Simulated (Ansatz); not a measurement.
Gas-phase reaction R1 + R2 → P1 + P2, each structure at its B3LYP-D3(BJ)/def2-SVP stationary point, reached from a drawn start (curvature not checked).
R1: C5H14O2Si (SMILES CCO[SiH](C)OCC), charge 0, multiplicity 1.
P1: C3H9O2Si (SMILES CCO[SiH](C)[O]), charge 0, multiplicity 2.
P2, C2H6 (SMILES CC) (charge 0, multiplicity 1):
| atom | x (Å) | y (Å) | z (Å) |
|---|---|---|---|
| C | 0.0000 | 0.0000 | 0.7635 |
| C | 0.0000 | 0.0000 | -0.7635 |
| H | 0.0000 | 1.0254 | 1.1679 |
| H | -0.8880 | -0.5127 | 1.1679 |
| H | 0.8880 | -0.5127 | 1.1679 |
| H | 0.0000 | -1.0254 | -1.1679 |
| H | -0.8880 | 0.5127 | -1.1679 |
| H | 0.8880 | 0.5127 | -1.1679 |
R2: H atom, charge 0, multiplicity 2.

P less R. No zero-point or thermal terms; singlets are restricted closed shells; open shells are unrestricted. One arrangement of each flexible species, with no search for the lowest.

The values were computed with Ansatz (Gaussian orbitals). No computed number here is a measurement.

Task: One of these levels gives -3.50 kcal/mol for the reaction energy. Which?
(A) SVWN5/def2-TZVPP
(B) wB97X-V/def2-TZVPP
(C) HF/cc-pV(D+d)Z
(D) PBE0/def2-TZVPP

Result: A, SVWN5/def2-TZVPP. The others give -21.51 (HF/cc-pV(D+d)Z), -11.79 (PBE0/def2-TZVPP), -9.80 (wB97X-V/def2-TZVPP)

Ansatz is a quantum-chemistry and plane-wave program.
